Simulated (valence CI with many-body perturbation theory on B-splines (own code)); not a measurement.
## E1 transitions of Lu LIX

Method: relativistic CI+MBPT: three valence electrons over a frozen Dirac-Fock core [Ne], a basis of 11 s, 11 p, 9 d, 7 f, 5 g, 2 h, 1 i functions for each j, with the one-electron correlation potential Σ1, the two-electron term Σ2, the three-electron term Σ3, Breit, model QED; selected CI, second order for the rest (own B-spline code, finite nucleus).

The last digits are not significant, and no measured levels were compared; by estimate large intervals hold to a few tenths of a per cent, small ones and those within an open d or f shell to about a per cent.

Lines 201 to 250 of 256 in falling wavelength, among levels below 1276.7 eV, chosen from the strongest by gf and those to the six lowest levels. Wavelengths and rates use the calculated energies. Electric multipoles are in the length gauge, E1 and E2 with the static RPA response of the core. Weak lines are less certain than strong ones. Lines between different terms over intervals too small for the method are left out, as are lines whose strength nearly cancels. The highest levels of a list are the least certain.

Levels are named by their leading jj configuration (3d3/2^4 stands for four electrons in 3d with j = 3/2), which in mixed levels can hold well under half, so a name can repeat and another be missing. Letters in brackets count levels of one name in rising energy.

```tsv
λ vac (nm)	Upper	Lower	A (s⁻¹)	S (a.u.) with core polarisation	S without
2.208	(3s 3p3/2 3d3/2) J=5/2 [b]	(3s 3p1/2 3p3/2) J=3/2 [a]	2.75e+09	8.76e-05	8.90e-05
2.189	(3s 3p3/2 3d3/2) J=1/2 [b]	(3s 3p1/2 3p3/2) J=3/2 [a]	1.54e+09	1.59e-05	1.62e-05
2.179	(3s 3p3/2 3d5/2) J=5/2 [a]	(3s 3p1/2 3p3/2) J=5/2	7.52e+10	2.30e-03	2.34e-03
2.146	(3s 3p3/2 3d5/2) J=7/2 [a]	(3s 3p1/2 3p3/2) J=5/2	9.28e+10	3.62e-03	3.68e-03
2.135	(3s 3p3/2 3d5/2) J=3/2 [a]	(3s 3p1/2 3p3/2) J=5/2	2.81e+08	5.41e-06	5.50e-06
2.127	(3s 3p1/2 3d5/2) J=3/2	(3s 3p1/2^2) J=1/2	2.52e+11	4.79e-03	4.87e-03
2.121	(3s 3p3/2 3d5/2) J=1/2	(3s 3p1/2 3p3/2) J=3/2 [b]	7.30e+10	6.87e-04	6.98e-04
2.115	(3s 3p3/2 3d5/2) J=5/2 [a]	(3s 3p1/2 3p3/2) J=3/2 [a]	1.99e+09	5.59e-05	5.67e-05
2.085	(3s 3p3/2 3d5/2) J=3/2 [b]	(3s 3p1/2 3p3/2) J=3/2 [b]	1.11e+08	1.98e-06	2.01e-06
2.081	(3s 3p3/2 3d5/2) J=7/2 [b]	(3s 3p1/2 3p3/2) J=5/2	1.70e+10	6.05e-04	6.15e-04
2.077	(3s 3p3/2 3d5/2) J=5/2 [b]	(3s 3p1/2 3p3/2) J=3/2 [b]	3.61e+10	9.57e-04	9.72e-04
2.074	(3s 3p3/2 3d5/2) J=3/2 [a]	(3s 3p1/2 3p3/2) J=3/2 [a]	3.37e+10	5.93e-04	6.02e-04
2.058	(3p1/2^2 3d5/2) J=5/2	(3s^2 3p3/2) J=3/2	7.31e+07	1.88e-06	1.92e-06
2.016	(3s 3p3/2 3d5/2) J=3/2 [b]	(3s 3p1/2 3p3/2) J=5/2	2.73e+10	4.42e-04	4.48e-04
2.009	(3s 3p3/2 3d5/2) J=5/2 [b]	(3s 3p1/2 3p3/2) J=5/2	2.01e+10	4.82e-04	4.90e-04
1.993	(3s 3p3/2 3d5/2) J=1/2	(3s 3p1/2 3p3/2) J=3/2 [a]	8.47e+08	6.61e-06	6.72e-06
1.962	(3s 3p3/2 3d5/2) J=3/2 [b]	(3s 3p1/2 3p3/2) J=3/2 [a]	2.00e+09	2.98e-05	3.03e-05
1.954	(3s 3p3/2 3d5/2) J=5/2 [b]	(3s 3p1/2 3p3/2) J=3/2 [a]	1.29e+10	2.86e-04	2.90e-04
1.635	(3p1/2 3p3/2^2) J=3/2	(3s 3p1/2^2) J=1/2	6.58e+06	5.67e-08	5.81e-08
1.606	(3p3/2^3) J=3/2	(3s 3p1/2 3p3/2) J=3/2 [b]	2.14e+09	1.75e-05	1.77e-05
1.605	(3s 3p3/2^2) J=1/2	(3s^2 3p1/2) J=1/2	6.43e+09	2.63e-05	2.66e-05
1.601	(3p1/2 3p3/2^2) J=1/2	(3s 3p1/2^2) J=1/2	5.03e+09	2.04e-05	2.07e-05
1.592	(3s 3p3/2^2) J=3/2	(3s^2 3p1/2) J=1/2	1.54e+09	1.22e-05	1.24e-05
1.577	(3s 3p3/2 3d3/2) J=3/2 [a]	(3s 3p1/2^2) J=1/2	1.18e+09	9.16e-06	9.31e-06
1.574	(3s 3p3/2 3d3/2) J=1/2 [a]	(3s 3p1/2^2) J=1/2	1.11e+09	4.27e-06	4.34e-06
1.564	(3p3/2^3) J=3/2	(3s 3p1/2 3p3/2) J=5/2	2.18e+09	1.65e-05	1.67e-05
1.560	(3p1/2 3p3/2 3d3/2) J=5/2 [a]	(3s^2 3p3/2) J=3/2	3.24e+07	3.64e-07	3.72e-07
1.531	(3p3/2^3) J=3/2	(3s 3p1/2 3p3/2) J=3/2 [a]	6.04e+08	4.28e-06	4.35e-06
1.515	(3s 3p3/2 3d3/2) J=3/2 [b]	(3s 3p1/2^2) J=1/2	3.04e+07	2.08e-07	2.12e-07
1.512	(3p1/2^2 3d3/2) J=3/2	(3s^2 3p1/2) J=1/2	9.52e+07	6.50e-07	6.65e-07
1.489	(3p1/2 3p3/2 3d3/2) J=5/2 [b]	(3s^2 3p3/2) J=3/2	9.83e+07	9.61e-07	9.86e-07
1.483	(3p1/2 3p3/2 3d3/2) J=1/2 [b]	(3s^2 3p3/2) J=3/2	4.19e+07	1.35e-07	1.34e-07
1.482	(3s 3p3/2 3d3/2) J=1/2 [b]	(3s 3p1/2^2) J=1/2	9.40e+07	3.02e-07	3.09e-07
1.429	(3s 3p3/2 3d5/2) J=3/2 [a]	(3s 3p1/2^2) J=1/2	1.06e+09	6.12e-06	6.22e-06
1.422	(3s 3d3/2^2) J=5/2	(3s^2 3p3/2) J=3/2	5.98e+08	5.09e-06	5.18e-06
1.408	(3p1/2 3p3/2 3d5/2) J=3/2 [a]	(3s^2 3p3/2) J=3/2	7.55e+07	4.16e-07	4.23e-07
1.401	(3p1/2 3p3/2 3d5/2) J=5/2 [a]	(3s^2 3p3/2) J=3/2	1.06e+08	8.60e-07	8.73e-07
1.391	(3s 3d3/2^2) J=1/2	(3s^2 3p3/2) J=3/2	2.13e+07	5.66e-08	5.90e-08
1.389	(3s 3p3/2 3d5/2) J=1/2	(3s 3p1/2^2) J=1/2	3.59e+09	9.52e-06	9.68e-06
1.374	(3s 3p3/2 3d5/2) J=3/2 [b]	(3s 3p1/2^2) J=1/2	1.17e+09	6.01e-06	6.12e-06
1.365	(3p1/2 3p3/2 3d5/2) J=1/2	(3s^2 3p3/2) J=3/2	3.73e+07	9.35e-08	9.47e-08
1.360	(3p1/2 3p3/2 3d5/2) J=3/2 [b]	(3s^2 3p3/2) J=3/2	4.01e+07	1.99e-07	2.02e-07
1.335	(3s 3d3/2 3d5/2) J=5/2 [a]	(3s^2 3p3/2) J=3/2	7.19e+07	5.06e-07	5.15e-07
1.306	(3s 3d3/2 3d5/2) J=5/2 [b]	(3s^2 3p3/2) J=3/2	3.52e+07	2.32e-07	2.37e-07
1.300	(3s 3d3/2 3d5/2) J=3/2 [b]	(3s^2 3p3/2) J=3/2	4.37e+08	1.90e-06	1.93e-06
1.287	(3s 3d3/2 3d5/2) J=1/2	(3s^2 3p3/2) J=3/2	8.92e+08	1.88e-06	1.91e-06
1.126	(3p1/2 3p3/2 3d3/2) J=3/2 [a]	(3s^2 3p1/2) J=1/2	2.70e+08	7.60e-07	7.72e-07
1.123	(3p1/2 3p3/2 3d3/2) J=1/2 [a]	(3s^2 3p1/2) J=1/2	1.47e+08	2.05e-07	2.08e-07
1.097	(3p1/2 3p3/2 3d3/2) J=3/2 [b]	(3s^2 3p1/2) J=1/2	2.59e+08	6.75e-07	6.83e-07
1.052	(3p1/2 3p3/2 3d5/2) J=3/2 [a]	(3s^2 3p1/2) J=1/2	2.35e+07	5.39e-08	5.45e-08
```
